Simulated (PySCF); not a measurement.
Levels of La²⁶⁺ from EOM-EA-GCCSD

Reference: closed-shell La²⁷⁺, [Ar] 3d10 4s2; one electron is added. Calculated with PySCF 2.14, two-component X2C-1e with screened spin-orbit coupling, an uncontracted even-tempered set (19 s from 0.93 bohr⁻², ratio 2.6; 15 p from 1.2 bohr⁻², ratio 2.6; 10 d from 1.2 bohr⁻², ratio 2.6; 6 f from 1.2 bohr⁻², ratio 2.8); frozen [Ar]; the 94 highest virtual spinors dropped; of the others 68 kept and the rest restored at second order. No Breit or QED terms. Binding energies in eV.

```json
{"level": "4p1/2", "Koopmans": "904.59", "second order": "906.19", "EOM-CCSD": "905.99"}
{"level": "4p3/2", "Koopmans": "880.50", "second order": "882.18", "EOM-CCSD": "882.07"}
```

For comparison, the ionisation energy of La²⁶⁺ is 906 ± 4 eV (theoretical estimate listed by NIST; NIST Atomic Spectra Database, ionization energies).
